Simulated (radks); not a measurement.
Values are calculated unless marked as measured or tabulated.
Valence configurations of Yb III (all share [Xe]). Code: a radial shooting solver on a logarithmic mesh with Libxc functionals. Model: Dirac Kohn-Sham, BLYP, spin-unpolarised, spherical densities, finite nucleus; open shells fill j = l - 1/2 first; Fermi nuclear charge, rms radius 5.3108 fm. Energies are relative to 4f14; eigenvalues in eV.

| valence | E (eV) | e(4f5/2) | e(4f7/2) | e(5d3/2) | e(6p1/2) | e(6s1/2) |
|---|---|---|---|---|---|---|
| 4f14 | 0.000 | -18.247 | -16.928 | - | - | - |
| 4f13 6s1 | 4.732 | -27.272 | -25.877 | - | - | -17.485 |
| 4f13 5d1 | 5.487 | -24.631 | -23.238 | -15.325 | - | - |
| 4f13 6p1 | 9.441 | -28.406 | -27.011 | - | -13.381 | - |
| 4f12.5 5d0.5 6p1 | 14.625 | -32.017 | -30.585 | -18.843 | -13.642 | - |
| 4f12 5d1 6s1 | 16.281 | -34.703 | -33.235 | -18.809 | - | -18.236 |
| 4f12 6s2 | 17.297 | -37.801 | -36.330 | - | - | -19.367 |
| 4f12 6s1 6p1 | 22.502 | -38.899 | -37.428 | - | -14.713 | -19.962 |
| 4f11.5 5d1.5 6p1 | 29.293 | -39.757 | -38.251 | -20.544 | -14.107 | - |
| 4f11.5 5d0.5 6p2 | 36.526 | -43.993 | -42.484 | -23.467 | -15.418 | - |

NIST lists [Xe] 4f14 as the ground configuration; this level of theory agrees among the configurations tried. The energies are those of spherical spin-averaged densities, not of single terms.
